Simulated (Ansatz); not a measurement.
Relaxation of FH9HfN4 (15 atoms, charge 0, multiplicity 1), to a largest force component of 0.03 eV/Å in at most 50 steps.

These are results of RHF/def2-SVP (Ansatz 0.2.0), not measurements.

```xyz
15
Properties=species:S:1:pos:R:3:forces:R:3
Hf 0.051 -0.030 -0.071 0.03 -0.07 0.28
F 0.112 -0.157 1.896 0.16 0.03 -0.37
N 1.970 0.002 -0.785 0.02 0.00 0.02
H 2.724 -0.598 -0.497 0.00 0.00 0.00
H 2.328 0.660 -1.453 0.01 0.01 -0.02
N -0.814 1.710 -0.755 -0.01 0.01 0.04
H -1.513 1.801 -1.471 0.01 -0.01 -0.01
H -0.608 2.633 -0.408 0.00 0.01 0.00
N -0.862 -1.657 -0.943 0.00 0.01 0.03
H -1.695 -2.134 -0.645 0.01 0.01 -0.02
H -0.484 -2.158 -1.728 -0.01 0.00 0.00
N -2.865 0.016 1.704 0.83 -0.11 0.58
H -3.058 -0.809 1.167 -0.03 0.01 -0.01
H -2.806 0.818 1.105 -0.03 -0.02 -0.01
H -1.988 -0.097 2.227 -1.01 0.12 -0.52
```

Where does it end, and by what steps?

The forces met the threshold. After 7 steps the energy has fallen by 0.058 eV; H15 moved furthest, 0.29 Å.

```csv
step,energy less start (eV),largest force component (eV/Å),accepted
0,0.0000,1.008,yes
1,-0.0459,0.261,yes
2,-0.0500,0.243,yes
3,-0.0544,0.120,yes
4,-0.0541,0.149,no
5,-0.0564,0.065,yes
6,-0.0573,0.059,yes
7,-0.0577,0.027,yes
```

```xyz
15
Properties=species:S:1:pos:R:3
Hf 0.178 -0.038 -0.145
F 0.217 -0.163 1.800
N 2.096 0.000 -0.875
H 2.856 -0.582 -0.564
H 2.455 0.636 -1.565
N -0.764 1.691 -0.753
H -1.445 1.772 -1.488
H -0.632 2.605 -0.352
N -0.777 -1.651 -0.993
H -1.653 -2.055 -0.708
H -0.417 -2.204 -1.753
N -3.103 0.050 1.847
H -3.277 -0.808 1.355
H -2.996 0.790 1.176
H -2.243 -0.042 2.360
```

Whether the end is a true minimum wasn't checked by a vibrational analysis.

Run time: 7.6 s on 4 threads of AMD EPYC 9R45 96-Core Processor (Zen 5), with other jobs on the host, peak memory 0.42 GiB.
